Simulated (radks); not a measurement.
Valence configurations of Zr+ (all share [Kr]). Method: Dirac Kohn-Sham, PBE, spin-unpolarised, spherical densities, point nucleus; open shells fill j = l - 1/2 first; computed with a radial shooting solver on a logarithmic mesh with Libxc functionals. Energies are relative to 4d2 5s1; eigenvalues in eV.

| valence | E (eV) | e(4d3/2) | e(5p1/2) | e(5p3/2) | e(5s1/2) |
|---|---|---|---|---|---|
| 4d2 5s1 | 0.000 | -10.030 | - | - | -9.927 |
| 4d2.5 5s0.5 | 0.061 | -9.062 | - | - | -9.400 |
| 4d3 | 0.330 | -8.177 | - | - | - |
| 4d1 5s2 | 0.598 | -12.165 | - | - | -11.038 |
| 4d1.5 5s1 5p0.5 | 2.040 | -11.529 | -7.029 | - | -10.782 |
| 4d2 5p1 | 3.598 | -10.946 | -6.916 | - | - |
| 4d1 5s1 5p1 | 4.511 | -13.072 | -7.677 | - | -11.621 |
| 4d1 5p2 | 8.482 | -13.938 | -8.157 | - | - |
| 5s1 5p2 | 10.866 | - | -8.895 | - | -13.233 |
| 5p3 | 15.465 | - | -9.355 | -9.122 | - |

NIST lists [Kr] 4d2 5s1 as the ground configuration; this level of theory agrees among the configurations tried. The energies are those of spherical spin-averaged densities, not of single terms.
